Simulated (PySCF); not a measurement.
**Electronic structure of Kr²⁺ (krypton, charge +2) at the UHF level**

Configuration: [Ar] 3d10 4s2 4p4, high-spin 3P determinant. Computed with PySCF 2.14 in def2-SVP (5s4p3d, 32 functions), with the non-relativistic Hamiltonian (point nucleus).

| Quantity | Value |
| --- | --- |
| Total energy | -2750.325540 hartree |
| One-electron energy | -3797.1030 hartree |
| Hartree (Coulomb) energy | 1139.9708 hartree |
| Exchange energy | -93.1933 hartree |
| Kinetic energy | 2750.40779 hartree |
| ⟨S²⟩ | 2.0062 |
| ⟨L²⟩ | 2.019 |
| Sum of ⟨r⟩ | 21.45 bohr |
| Sum of ⟨r²⟩ | 26.69 bohr² |
| Traceless quadrupole moment −½Σ⟨3z² − r²⟩ along its main axis | -1.56 e·bohr² |
| Density at the nucleus (Gaussians lack the cusp) | 30300 bohr⁻³ |
| Spin density at the nucleus | 0.469 bohr⁻³ |
| Langevin diamagnetic susceptibility | -21.1 ×10⁻⁶ cm³/mol |
| Time after the integrals | 0.08 s of wall time on 1 thread of Neoverse-V1 (shared host) |

```tsv
shell	electrons	mean orbital energy (hartree)	spread (hartree)	rms radius, mean of both spins (bohr)
1s α	1	-521.06860	0	0.0491
1s β	1	-521.05581	0	0.0491
2s α	1	-70.82576	0	0.203
2s β	1	-70.81880	0	0.203
2p α	3	-63.95301	0.01078	0.179
2p β	3	-63.93920	0.00413	0.179
3s α	1	-11.79331	0	0.576
3s β	1	-11.77005	0	0.576
3p α	3	-9.27972	0.03357	0.586
3p β	3	-9.24831	0.00278	0.586
3d α	5	-4.76758	0.03058	0.609
3d β	5	-4.75153	0.01678	0.609
4s α	1	-2.07435	0	1.65
4s β	1	-1.82465	0	1.65
4p α	3	-1.39123	0.07852	1.91
4p β	1	-1.28683	0	1.91
```
